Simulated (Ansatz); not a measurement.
`[OH][In]([F])[F]` + CH₃SH → `C[S][In]([F])[F]` + H₂O at 298.15 K and 1 bar (ligand exchange at the In–O bond).

Calculated with Ansatz (gas phase, PBE0-D4/def2-TZVP geometries, no zero-point term in ΔE). CBS: MP2 limit from def2 TZ/QZ plus the TZ coupled-cluster correction, frozen cores. This one scheme is used for every species. Elements past krypton have def2 core potentials. For In outer-core shells are correlated without core-valence functions, which leaves a few kJ/mol of doubt a bond. One conformer a species, not always the lowest.

```csv
species,CCSD(T)/CBS energy (Eh),H − E (kJ/mol),S (J/(mol·K))
`[OH][In]([F])[F]`,-465.24461,61.3,331.8
CH₃SH,-438.22835,133.0,253.2
`C[S][In]([F])[F]`,-827.12092,134.9,390.2
H₂O,-76.37941,66.4,188.7
```

H − E and S are ideal-gas, rigid-rotor, harmonic terms from PBE0-D4/def2-TZVP, for one conformer and one mirror image of each species. 1 Eh = 2625.50 kJ/mol, R = 8.31446 J/(mol·K).

Task: By hand: ΔE, ΔH, ΔS and ΔG.

Result: ΔE = (-827.12092) + (-76.37941) − (-465.24461) − (-438.22835) = -0.02737 Eh = -71.9 kJ/mol. Δ(H − E) = 134.9 + 66.4 − 61.3 − 133.0 = 7.0, so ΔH = -64.9 kJ/mol. ΔS = 390.2 + 188.7 − 331.8 − 253.2 = -6.1 J/(mol·K). ΔG = -64.9 − 298.15 × (-6.1)/1000 = -63.1 kJ/mol.

Task: By hand: the equilibrium constant, and the temperature at which ΔG would vanish if ΔH and ΔS stayed fixed.

Result: log₁₀ K = −ΔG/(RT ln 10) = 11.1. ΔG = 0 at ΔH/ΔS = 10639 K, far beyond where these terms or the molecules hold.

The number of gas molecules stays the same, so ΔS is small and ΔH decides. A doubt of 5 kJ/mol in ΔE shifts log₁₀ K by 0.9 here. Other conformers and mirror images would add mixing entropy, several J/(mol·K) or more a flexible species. Modes under 60 cm⁻¹, often nearly free rotors, make the harmonic entropy too high. These are equilibria of isolated gas molecules and say nothing of rates. Largest T1 diagnostic: 0.018 (customary marks: 0.02 for closed shells, 0.045 for open ones).
